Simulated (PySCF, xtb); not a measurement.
C₃H₆F₂Si, SMILES C/C(F)=C/[SiH2]F. The values are those of a single conformer.

Harmonic wavenumbers (cm⁻¹) from xtb with GFN2-xTB at its own minimum, in rising order: 32, 110, 119, 158, 199, 344, 460, 492, 533, 568, 718, 762, 780, 803, 811, 896, 1015, 1019, 1117, 1251, 1390, 1451, 1463, 1706, 2321, 2341, 3003, 3018, 3070, 3085.

Q: What does PBE0-D3(BJ)/def2-SVP (PySCF 2.14.0) give at its own minimum? (The exact figures need the calculation; the answer reports its results.)

A: 34, 109, 147, 196, 241, 366, 521, 533, 663, 730, 794, 798, 867, 906, 940, 968, 1010, 1051, 1137, 1309, 1402, 1438, 1447, 1761, 2254, 2256, 3062, 3145, 3199, 3220. Paired by order, the mean absolute difference is 61 cm⁻¹ and the zero-point energies are 50.1 and 52.2 kcal/mol.
